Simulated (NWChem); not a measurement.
System: CH₅BrOSi; SMILES [SiH](O)(C)Br

```xyz
9

Si    -0.0875    -1.0806     0.3945
C      1.4749    -1.7872    -0.3075
O     -1.3574    -1.8397    -0.3517
Br    -0.1632     1.1235    -0.0157
H     -0.1790    -1.2015     1.8773
H      1.5231    -2.8696    -0.1102
H      2.3561    -1.3073     0.1433
H      1.5080    -1.6288    -1.3957
H     -2.2450    -1.5505    -0.1195
```
Atoms are numbered in this order, from 1.

Structure relaxed at the PBE0/def2-SVP level.

Spin-orbit effects, on the heavy nuclei and on their neighbours, are missing.

Task: Give the principal values of the shielding tensors (ppm) of Si1, C2, O3, Br4 from PBE/pcSseg-1, GIAO (NWChem), with their diamagnetic and paramagnetic parts as GIAO splits them.

Result: 
```csv
atom,σ11,σ22,σ33,isotropic,diamagnetic,paramagnetic
Si1,267.9,322.6,362.6,317.7,880.9,-563.2
C2,165.5,173.4,188.9,175.9,254.6,-78.7
O3,228.5,249.9,290.1,256.2,389.9,-133.8
Br4,2080.1,2454.4,2803.5,2446.0,3125.6,-679.6
```
